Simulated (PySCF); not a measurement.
Species: C4H9ClO3Si.
Geometry (GFN2-xTB, Å), atoms numbered from 1 in this order:
```xyz
18
C4H9ClO3Si angstrom
C     -1.8642   -1.1984    0.5525
O     -0.7714   -0.4320    1.0280
C     -0.0671    0.3059    0.0716
C     -0.9072    1.3911   -0.5972
C      1.1545    0.8924    0.8278
O      2.2765    0.1106    0.5428
Si     2.0290   -0.8664   -0.7410
Cl     2.4349   -2.7603   -0.3197
O      0.4362   -0.5488   -0.9256
H     -2.0789   -1.9224    1.3357
H     -1.6016   -1.7220   -0.3693
H     -2.7445   -0.5703    0.3855
H     -1.7113    0.9356   -1.1685
H     -0.2800    1.9613   -1.2762
H     -1.3220    2.0472    0.1633
H      1.3453    1.9213    0.5123
H      0.9604    0.8589    1.9009
H      2.7026   -0.3974   -1.9347
```

Computed at PBE0/pcSseg-1 (PySCF, non-relativistic), with Q(17O) = −0.0256 b, Q(35Cl) = −0.0817 b: O2, 17O (I = 5/2): χzz = -11.99 MHz, η = 0.917; O6, 17O (I = 5/2): χzz = -10.18 MHz, η = 0.437; Cl8, 35Cl (I = 3/2): χzz = -37.04 MHz, η = 0.116; O9, 17O (I = 5/2): χzz = -9.435 MHz, η = 0.372.

**Question.** Find the zero-field quadrupole resonance frequencies of 17O at O2.

**Answer.** From the eigenvalues of H = χ/[4I(2I − 1)] × [3Iz² − I(I + 1) + η(Ix² − Iy²)], steps between neighbouring levels, labelled as for η = 0: ±1/2↔±3/2 3.002 MHz, ±3/2↔±5/2 3.215 MHz (ether oxygen).

**Question.** Where would the pure quadrupole (NQR) lines of 17O at O6 fall for the rigid, isolated species?

**Answer.** From the eigenvalues of H = χ/[4I(2I − 1)] × [3Iz² − I(I + 1) + η(Ix² − Iy²)], steps between neighbouring levels, labelled as for η = 0: ±1/2↔±3/2 1.815 MHz, ±3/2↔±5/2 2.949 MHz (silyl ether oxygen).

**Question.** Find the zero-field quadrupole resonance frequencies of 35Cl at Cl8.

**Answer.** From ν = (|χ|/2)√(1 + η²/3): ν = 18.56 MHz (silicon-bound chlorine). For 37Cl the ratio of quadrupole moments, 0.7881, gives 14.63 MHz.

**Question.** Find the zero-field quadrupole resonance frequencies of 17O at O9.

**Answer.** From the eigenvalues of H = χ/[4I(2I − 1)] × [3Iz² − I(I + 1) + η(Ix² − Iy²)], steps between neighbouring levels, labelled as for η = 0: ±1/2↔±3/2 1.614 MHz, ±3/2↔±5/2 2.759 MHz (silyl ether oxygen).

**Question.** Apply the simplest Townes–Dailey estimate (no s hybridisation, no π bonding), ionic character = 1 − χzz/χ0, where χ0 is the coupling for one missing p electron along the bond: −109.74 MHz for 35Cl.

**Answer.** Cl8 on Si7: 1 − (-37.04)/(-109.74) = 0.66. In this model a purely covalent bond gives χ0 and a free halide ion gives zero; s hybridisation or π bonding, where present, is counted here as ionic character.

In a crystal, neighbours and librations shift these lines. GFN2-xTB bond lengths can be off by several hundredths of an ångström, more for odd bonds, and the gradients follow them. These gradients aren't converged with respect to the basis.

One conformer stands for the species.
